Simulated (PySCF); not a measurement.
Simulation results for BH8NSi2

Computed with PySCF 2.14.0. Calculation on a computer-drawn molecule: optimised geometry and harmonic frequencies of an isolated molecule of the commonest isotopes, restricted reference for singlets and unrestricted otherwise, frozen core in MP2.

### BH8NSi2

Start structure:
```xyz
12
BH8NSi2
Si     1.6638    -1.7923    -1.1555
B     -0.0720    -1.7304    -0.2488
N     -1.2573    -1.7065    -0.9004
Si    -1.6871    -1.8081    -2.6333
H      2.8316    -1.4002    -0.3714
H      1.7301    -0.9464    -2.3965
H      2.0451    -3.1208    -1.7221
H     -0.1198    -1.6560     0.9221
H     -2.1141    -1.6626    -0.3300
H     -0.8179    -2.7722    -3.3103
H     -3.1045    -2.0744    -2.6720
H     -1.4109    -0.4529    -3.2023
```

It was run with charge 0, multiplicity 1, method HF and basis cc-pV(D+d)Z.

Results for BH8NSi2: rotational constants 8.564, 2.001, 1.685 GHz; total energy -661.7096 hartree; convergence status largest gradient component 7.524e-06 hartree/bohr.

Drawn bonds:
```csv
atom,other atom,order
1,2,1
2,3,1
3,4,1
1,5,1
1,6,1
1,7,1
2,8,1
3,9,1
4,10,1
4,11,1
4,12,1
```

Optimised structure:
```xyz
12
BH8NSi2
Si     1.7622    -1.7968    -1.2175
B     -0.0624    -1.9114    -0.2878
N     -1.3148    -1.8315    -0.9233
Si    -1.7202    -1.6205    -2.6166
H      2.5363    -0.6583    -0.6565
H      1.6918    -1.6129    -2.6913
H      2.5343    -3.0396    -0.9536
H     -0.0565    -2.0604     0.9096
H     -2.1083    -1.9071    -0.3120
H     -1.1897    -2.7290    -3.4366
H     -3.1972    -1.6100    -2.6950
H     -1.1885    -0.3454    -3.1400
```

Modes:
```csv
frequency (cm⁻¹),reduced mass (dalton)
46.79,1.061
120.9,1.036
132,4.387
221.1,2.489
324.7,2.313
469.7,1.081
520.2,2.45
689.9,1.26
709.5,2.118
722.2,1.842
768.2,1.181
828.6,1.774
941.5,1.363
990,1.111
1025,1.037
1028,1.048
1031,1.04
1044,1.051
1061,1.096
1133,1.193
1369,2.079
1459,2.093
2278,1.05
2280,1.05
2291,1.02
2321,1.048
2324,1.052
2336,1.021
2647,1.093
3779,1.075
```
